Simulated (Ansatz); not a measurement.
Gas-phase electronic energies from Ansatz, PBE0-D4/def2-TZVP geometries. CBS: MP2 limit from def2 TZ/QZ plus the TZ coupled-cluster correction, frozen cores. DFT in def2-TZVPP. B3LYP here is the variant with VWN-RPA as its local correlation; programs differ in this. def2 core potentials past Kr. For Sn outer-core shells are correlated without core-valence functions, which leaves a few kJ/mol of doubt a bond. One conformer a species, not always the lowest.

Reaction (isomerisation): `[CH3][SnH]([CH3])[SiH3]` → `C[SiH2][SnH2][CH3]`

| level | ΔE (eV) |
| --- | --- |
| B3LYP-D4 | -0.14 |
| CCSD/def2-TZVPP | -0.11 |

Question: What does CCSD(T)/CBS give? (An estimate is asked.)

Answer: Ansatz gave: -0.09 eV. The listed levels differ from it by -0.05, -0.02 eV.

Largest T1 diagnostic among the species: 0.012.

In def2-TZVPP, CCSD(T) changes the Hartree–Fock value by +0.05 eV (the triples alone add +0.01 eV) and MP2 by +0.07 eV.
